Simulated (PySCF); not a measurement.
## C₆ coefficients of unlike pairs at B3LYP

Calculated with PySCF 2.14 from the dipole response of each species, C₆(A,B) = (3/π) ∫ α_A(iu) α_B(iu) du, in atomic units, from isotropic polarisabilities. For ions this is the dispersion term alone; charge-induced terms of lower order in 1/R come first.

| species | configuration | basis | relativity | α (bohr³) | C₆ (like pair) |
| --- | --- | --- | --- | --- | --- |
| Ar | [Ar] (1S) | aug-cc-pVDZ-DK (5s4p2d) | spin-free X2C | 10.05 | 58.75 |
| N | [He] 2s2 2p3 (4S) | aug-cc-pVQZ-DK (6s5p4d3f2g) | spin-free X2C | 7.792 | 26.35 |
| Zr²⁺ | [Kr] 4d2 (3F) | dyall-av2z (22s15p11d2f) | none | 11.53 | 57.03 |
| Mg⁺ | [Ne] 3s1 (2S) | aug-cc-pVDZ-DK (5s4p2d) | spin-free X2C | 31.92 | 133.7 |

(1) Estimate C₆ for Mg⁺ with N.

No spin-orbit coupling is included.

The other pairs:

| pair | C₆ |
| --- | --- |
| Zr²⁺, N | 38.60 |
| Zr²⁺, Ar | 57.60 |
| N, Ar | 39.06 |
| Mg⁺, Ar | 68.74 |
| Mg⁺, Zr²⁺ | 71.69 |

Results:

(1) The integral gives 49.79. The combination rule 2 C_A C_B / (C_A α_B/α_A + C_B α_A/α_B) gives 50.12 and the geometric mean 59.36.
